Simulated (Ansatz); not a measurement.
Start from `[CH3][In]([F])[F]` and change one element to get `[CH3][Al]([F])[F]`.

Ansatz, PBE0-D4/def2-TZVP geometries, multiplicity 1. 

Elements past krypton have def2 core potentials.

| property | `[CH3][In]([F])[F]` |
| --- | --- |
| HOMO–LUMO gap (PBE/def2-TZVPP) / eV | 5.15 |
| HOMO–LUMO gap (ωB97M-V/def2-TZVPP) / eV | 11.61 |
| LUMO energy (PBE0/def2-TZVPP) / eV | -1.68 |
| HOMO energy (PBE/def2-TZVPP) / eV | -7.73 |
| HOMO–LUMO gap (B3LYP/def2-TZVPP) / eV | 6.95 |
| LUMO energy (B3LYP/def2-TZVPP) / eV | -2.05 |

Task: Give the same properties after the change, and the shifts. (An estimate is asked.)

Result: Computed: 
| property | `[CH3][Al]([F])[F]` | shift |
| --- | --- | --- |
| HOMO–LUMO gap (PBE/def2-TZVPP) / eV | 6.56 | 1.41 |
| HOMO–LUMO gap (ωB97M-V/def2-TZVPP) / eV | 12.58 | 0.97 |
| LUMO energy (PBE0/def2-TZVPP) / eV | -0.53 | 1.15 |
| HOMO energy (PBE/def2-TZVPP) / eV | -7.92 | -0.19 |
| HOMO–LUMO gap (B3LYP/def2-TZVPP) / eV | 8.21 | 1.26 |
| LUMO energy (B3LYP/def2-TZVPP) / eV | -0.87 | 1.18 |

With PBE0 the HOMO falls by 0.08 eV and the LUMO rises by 1.15 eV, so the gap widens by about 1.23 eV. PBE moves the HOMO by -0.19 eV and ωB97M-V by -0.12 eV.

B3LYP here is the variant with VWN-RPA as its local correlation; programs differ in this.
